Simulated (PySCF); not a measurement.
**Excitation energy of Co by level of theory**

Co [Ar] 3d7 4s2 (4F) → Co [Ar] 3d7 4s1 5s1 (6F), as a difference of total energies. Computed with PySCF 2.14 in aug-cc-pwCVTZ-DK (10s9p7d4f3g, 127 functions), with scalar relativity by spin-free X2C-1e. Correlated levels: valence: [Ar] frozen; valence and next inner shell: [Ne] frozen; nothing frozen. The calculations carry no spin-orbit coupling.

```tsv
method	excitation energy (eV)
UHF	4.323
LDA	5.826
PBE	5.514
PBE0	5.323
r2SCAN	5.431
wB97M-V	5.794
TPSSh	5.301
BHandHLYP	5.548
MP2 (valence)	5.399
SCS-MP2 (valence)	5.601
MP2 (valence and next inner shell)	5.478
SCS-MP2 (valence and next inner shell)	5.608
MP2 (all electrons)	5.478
SCS-MP2 (all electrons)	5.608
```

Q: How much does correlation contribute at MP2 (all electrons)?

A: 5.478 − (4.323) = 1.155 eV, measured against UHF.

The promoted electron is Rydberg-like, and one or two diffuse shells describe it only roughly, which tends to raise the upper state.
